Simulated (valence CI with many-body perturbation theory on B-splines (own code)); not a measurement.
Lu LIX: calculated level list

Level of theory: configuration interaction combined with many-body perturbation theory (CI+MBPT): three valence electrons over a frozen Dirac-Fock core [Ne], a basis of 9 s, 9 p, 8 d, 6 f, 3 g, 1 h functions for each j, with the one-electron correlation potential Σ1 (screened to all orders), the two-electron term Σ2, the three-electron term Σ3, Breit, model QED; selected single and double excitations, second order for the rest, scaled by the run's own slope (own B-spline code, finite nucleus).

No measured spectrum was set against this ion. As an estimate, large intervals hold to a few tenths of a per cent, small ones and those within an open d or f shell to about a per cent.

Levels 1 to 35 of 35, with energies above the lowest level, (3s^2 3p1/2) J=1/2. "Leading %" is the weight of the configuration and term that name the level; weights of strongly mixed levels are sums over their largest components and can fall short, so below about 35 % the name and the second component can differ from the true leading terms, or belong to a minority configuration. In the jj column 3d3/2^4 stands for four electrons in 3d with j = 3/2. Lifetimes count E1, E2, E3, M1 and M2 decay at the calculated energies, and are blank where another channel may lead or the interval is too uncertain; long ones can be off by a factor of two.

| No. | Configuration | Term | J | E (eV) | Leading % | Lifetime | Leading jj |
| --- | --- | --- | --- | --- | --- | --- | --- |
| 1 | 3s2 3p | 2P° | 1/2 | 0.0 | 100 |  | 3s^2 3p1/2 (100 %) |
| 2 | 3s 3p2 | 4P | 1/2 | 156.6 | 54 | 30.2 ps | 3s 3p1/2^2 (99 %) |
| 3 | 3s2 3p | 2P° | 3/2 | 298.6 | 99 | 3.95 ns | 3s^2 3p3/2 (99 %) |
| 4 | 3s 3p2 | 4P | 3/2 | 426.7 | 89 | 104 ps | 3s 3p1/2 3p3/2 (99 %) |
| 5 | 3s 3p2 | 2D | 5/2 | 443.8 | 61 | 81.8 ps | 3s 3p1/2 3p3/2 (98 %) |
| 6 | 3s 3p2 | 2D | 3/2 | 464.2 | 51 | 1.70 ps | 3s 3p1/2 3p3/2 (82 %) |
| 7 | 3s 3p2 | 2P | 1/2 | 473.6 | 69 | 500 fs | 3s 3p1/2 3p3/2 (98 %) |
| 8 | 3s2 3d | 2D | 3/2 | 520.0 | 81 | 384 fs | 3s^2 3d3/2 (81 %) |
| 9 | 3s2 3d | 2D | 5/2 | 579.7 | 96 | 4.28 ps | 3s^2 3d5/2 (96 %) |
| 10 | 3p3 | 2P° | 3/2 | 618.4 | 30 | 3.11 ps | 3p1/2^2 3p3/2 (63 %) |
| 11 | 3s 3p 3d | 4F° | 3/2 | 631.7 | 62 | 4.00 ps | 3s 3p1/2 3d3/2 (75 %) |
| 12 | 3s 3p 3d | 4F° | 5/2 | 643.7 | 44 | 41.0 ps | 3s 3p1/2 3d3/2 (98 %) |
| 13 | 3s 3p 3d | 4D° | 1/2 | 668.7 | 58 | 583 fs | 3s 3p1/2 3d3/2 (99 %) |
| 14 | 3s 3p 3d | 4D° | 3/2 | 674.4 | 34 | 426 fs | 3s 3p1/2 3d3/2 (86 %) |
| 15 | 3s 3p 3d | 4P° | 5/2 | 711.7 | 38 | 4.28 ps | 3s 3p1/2 3d5/2 (99 %) |
| 16 | 3s 3p 3d | 4F° | 7/2 | 724.8 | 44 | 5.81 ps | 3s 3p1/2 3d5/2 (98 %) |
| 17 | 3s 3p 3d | 2F° | 5/2 | 734.7 | 51 | 4.72 ps | 3s 3p1/2 3d5/2 (97 %) |
| 18 | 3s 3p2 | 4P | 5/2 | 737.3 | 59 | 1.94 ps | 3s 3p3/2^2 (98 %) |
| 19 | 3s 3p 3d | 2D° | 3/2 | 739.6 | 37 | 1.79 ps | 3s 3p1/2 3d5/2 (89 %) |
| 20 | 3s 3p2 | 2S | 1/2 | 772.4 | 68 | 701 fs | 3s 3p3/2^2 (99 %) |
| 21 | 3s 3p2 | 2P | 3/2 | 778.9 | 61 | 346 fs | 3s 3p3/2^2 (98 %) |
| 22 | 3p2 3d | 2D | 3/2 | 819.9 | 40 | 6.80 ps | 3p1/2^2 3d3/2 (99 %) |
| 23 | 3p2 3d | 2D | 5/2 | 901.2 | 32 | 3.63 ps | 3p1/2^2 3d5/2 (98 %) |
| 24 | 3p3 | 2D° | 5/2 | 910.6 | 70 | 1.01 ps | 3p1/2 3p3/2^2 (70 %) |
| 25 | 3p3 | 4S° | 3/2 | 915.0 | 49 | 433 fs | 3p1/2 3p3/2^2 (92 %) |
| 26 | 3p3 | 2P° | 1/2 | 930.9 | 82 | 574 fs | 3p1/2 3p3/2^2 (82 %) |
| 27 | 3s 3p 3d | 4D° | 3/2 | 942.9 | 43 | 632 fs | 3s 3p3/2 3d3/2 (97 %) |
| 28 | 3s 3p 3d | 4P° | 1/2 | 944.5 | 81 | 800 fs | 3s 3p3/2 3d3/2 (96 %) |
| 29 | 3s 3p 3d | 4D° | 5/2 | 946.2 | 42 | 475 fs | 3s 3p3/2 3d3/2 (80 %) |
| 30 | 3s 3p 3d | 4F° | 7/2 | 949.3 | 42 | 837 fs | 3s 3p3/2 3d3/2 (93 %) |
| 31 | 3s 3p 3d | 2D° | 3/2 | 975.2 | 62 | 336 fs | 3s 3p3/2 3d3/2 (86 %) |
| 32 | 3s 3p 3d | 2F° | 5/2 | 988.4 | 67 | 286 fs | 3s 3p3/2 3d3/2 (91 %) |
| 33 | 3s 3p 3d | 4F° | 9/2 | 991.1 | 100 | 8.52 ns | 3s 3p3/2 3d5/2 (100 %) |
| 34 | 3s 3p 3d | 2P° | 1/2 | 993.2 | 65 | 256 fs | 3s 3p3/2 3d3/2 (86 %) |
| 35 | 3s 3p 3d | 2D° | 5/2 | 1012.9 | 47 | 1.63 ps | 3s 3p3/2 3d5/2 (97 %) |

The ionisation energy to 3s2 1S_0 of the next ion comes out as 6071 eV (NIST: 6070 ± 6 eV (theoretical)). All 35 levels together are meant to be complete up to 1014.2 eV.
